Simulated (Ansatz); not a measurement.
`Cl[SiH2]Br` + `CCO` → `CCO[SiH2]Cl` + HBr at 298.15 K and 1 bar (ligand exchange at the Si–Br bond).

Computed with Ansatz on PBE0-D4/def2-TZVP structures; ΔE is electronic, products minus reactants. CCSD(T)/CBS is the MP2 limit (def2-TZVPP, def2-QZVPP) plus CCSD(T) − MP2 in def2-TZVPP, frozen cores. For Br outer-core shells are correlated without core-valence functions, which leaves a few kJ/mol of doubt a bond. Scalar relativity is left out up to krypton. Each species was taken in one conformer, which may not be the lowest.

```json
{"species": "`Cl[SiH2]Br`", "CCSD(T)/CBS energy (Eh)": "-3323.46904", "H − E (kJ/mol)": "66.3", "S (J/(mol·K))": "304.6"}
{"species": "`CCO`", "CCSD(T)/CBS energy (Eh)": "-154.88256", "H − E (kJ/mol)": "224.2", "S (J/(mol·K))": "269.4"}
{"species": "`CCO[SiH2]Cl`", "CCSD(T)/CBS energy (Eh)": "-904.43784", "H − E (kJ/mol)": "257.9", "S (J/(mol·K))": "362.1"}
{"species": "HBr", "CCSD(T)/CBS energy (Eh)": "-2573.91920", "H − E (kJ/mol)": "24.6", "S (J/(mol·K))": "198.6"}
```

H − E and S are ideal-gas, rigid-rotor, harmonic terms from PBE0-D4/def2-TZVP, for one conformer and one mirror image of each species. 1 Eh = 2625.50 kJ/mol, R = 8.31446 J/(mol·K).

Task: By hand: ΔE, ΔH, ΔS and ΔG.

Result: ΔE = (-904.43784) + (-2573.91920) − (-3323.46904) − (-154.88256) = -0.00544 Eh = -14.3 kJ/mol. Δ(H − E) = 257.9 + 24.6 − 66.3 − 224.2 = -8.0, so ΔH = -22.3 kJ/mol. ΔS = 362.1 + 198.6 − 304.6 − 269.4 = -13.3 J/(mol·K). ΔG = -22.3 − 298.15 × (-13.3)/1000 = -18.3 kJ/mol.

Task: By hand: the equilibrium constant, and the temperature at which ΔG would vanish if ΔH and ΔS stayed fixed.

Result: log₁₀ K = −ΔG/(RT ln 10) = 3.2. ΔG = 0 at ΔH/ΔS = 1677 K, though so small a ΔS makes that figure unsure.

The number of gas molecules stays the same, so ΔS is small and ΔH decides. A doubt of 5 kJ/mol in ΔE shifts log₁₀ K by 0.9 here. Other conformers and mirror images would add mixing entropy, several J/(mol·K) or more a flexible species. Modes under 60 cm⁻¹, often nearly free rotors, make the harmonic entropy too high. These are equilibria of isolated gas molecules and say nothing of rates. Largest T1 diagnostic: 0.010 (customary marks: 0.02 for closed shells, 0.045 for open ones).
